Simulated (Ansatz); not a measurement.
```yaml
crystal:
  periodic: [false, false, false]
  atoms:
    - {symbol: N, position_ang: [-0.456946, 1.382608, 0.173150]}
    - {symbol: Nb, position_ang: [0.443119, -0.283337, -0.286246]}
    - {symbol: O, position_ang: [-0.760016, -1.713684, -0.069446]}
    - {symbol: F, position_ang: [0.996274, -0.240610, -2.073533]}
    - {symbol: S, position_ang: [2.111416, -0.439527, 1.047887]}
    - {symbol: H, position_ang: [-0.133324, 2.073217, 0.833245]}
    - {symbol: H, position_ang: [-1.363216, 1.635541, -0.198847]}
    - {symbol: H, position_ang: [-0.745208, -2.471308, 0.517989]}
basis:
  gaussian: {orbitals: def2-mTZVP}
total_charge: 1
magnetization: {spin_polarized: true, initial_magnetization: 9}
hamiltonian: {xc: {name: r2SCAN0}}
scf: {lower_state_search: off}
output: {forces: true}
```

```sh
$ ansatz run in.yaml --threads 4 --pin off --events-out ev --progress --plain --max-ram 10444MiB
```

It prints (some lines left out):

```
Functional definition: r2SCAN0
1192 factors; integrals over basis functions are off by at most 1.0e-3 eV
mean field evaluation 1: about -18640.8404 eV, gradient 6.6e1 eV
mean field evaluation 2: about -18450.5162 eV, gradient 1.8e2 eV
mean field evaluation 4: about -18659.1506 eV, gradient 1.7e1 eV
mean field evaluation 8: about -18660.6036 eV, gradient 6.3e-1 eV
mean field evaluation 16: about -18660.9120 eV, gradient 9.2e-1 eV
mean field -18661.00145985 eV, -685.7791547684 hartree, gradient 5.9e-6 eV, S^2 24.762268; 0 other end points of the search recorded, 0 dependent functions left out
reference -18661.00149862 eV, -685.7791561933 hartree; 32, 23 occupied and 94, 103 virtual orbitals, 1192 factors
Total energy: -18661.00149862 eV, -685.7791561933 hartree
Atom 0 at    -0.456946     1.382608     0.173150 Å, force    -3.085692     5.310416     1.004332 eV/Å
Atom 1 at     0.443119    -0.283337    -0.286246 Å, force     2.217515     1.414716    -3.345853 eV/Å
Atom 2 at    -0.760016    -1.713684    -0.069446 Å, force    -6.185443    -6.366298     0.304522 eV/Å
Atom 3 at     0.996274    -0.240610    -2.073533 Å, force     1.124706    -0.111002    -4.016898 eV/Å
Atom 4 at     2.111416    -0.439527     1.047887 Å, force     7.041860    -0.714162     5.137587 eV/Å
Atom 5 at    -0.133324     2.073217     0.833245 Å, force    -0.380893     0.643497     0.267251 eV/Å
Atom 6 at    -1.363216     1.635541    -0.198847 Å, force    -0.557160     0.640267     0.231498 eV/Å
Atom 7 at    -0.745208    -2.471308     0.517989 Å, force    -0.174894    -0.817434     0.417562 eV/Å
Dipole moment:    -0.002853     0.127082     1.340606 e Å
Checks for a lower state left out: stability, starts, cluster_reference, orbital_swaps, neighbouring_geometries, increment
```

(1) Something in this input is off. What?

Answers

(1) The spin is set far too high for this molecule. The calculation finished and met its thresholds. The result belongs to that input, not to the molecule as meant.
